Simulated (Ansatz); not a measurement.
`[OH][W]([OH])([F])([F])([F])[Cl]`, 9 atoms. The species carries charge 0 and has multiplicity 1. Correlated methods include outer-core shells of W, which these sets cover unevenly. W takes the def2 core potential. All runs use 4 threads of an Arm Neoverse V2 on a shared host. Correlated methods freeze the cores.

Problem. How many basis functions does each run have, and how long does it take in Ansatz? RKS PBE0-D4/def2-TZVP relaxation (21 steps); direct RPA on PBE orbitals/def2-TZVPP energy; RKS ωB97M-V/def2-QZVPP energy; RKS PBE0-D4/def2-TZVP frequencies; RHF-MP2/def2-TZVPP energy; RKS PBE-QIDH (frozen core)/def2-TZVPP energy; RKS SPW92 (LDA)/def2-TZVPP energy; RKS CAM-B3LYP-D4/def2-TZVPP energy; RKS PBE0-D4/def2-SVP energy; RKS ωB97M-V/def2-SVP energy; RKS B97M-V/def2-TZVPP energy; RKS PBE0-D4/def2-QZVPP energy. (Estimate.)

Solution. The calculation gave: Other jobs shared the machine, so times are rough.

```csv
level,job,functions,wall time,peak host memory (GiB)
RKS SPW92 (LDA)/def2-TZVPP,energy,281,2 s,0.43
RKS PBE0-D4/def2-SVP,energy,130,2.3 s,0.32
RKS CAM-B3LYP-D4/def2-TZVPP,energy,281,6.5 s,1
RHF-MP2/def2-TZVPP,energy,281,7 s,0.87
RKS ωB97M-V/def2-SVP,energy,130,10 s,0.49
RKS PBE-QIDH (frozen core)/def2-TZVPP,energy,281,12 s,0.92
RKS B97M-V/def2-TZVPP,energy,281,14 s,0.56
RKS PBE0-D4/def2-QZVPP,energy,496,14 s,2.3
direct RPA on PBE orbitals/def2-TZVPP,energy,281,15 s,0.92
RKS ωB97M-V/def2-QZVPP,energy,496,31 s,2.7
RKS PBE0-D4/def2-TZVP,relaxation (21 steps),244,2.2 min,0.82
RKS PBE0-D4/def2-TZVP,frequencies,244,4.2 min,0.82
```
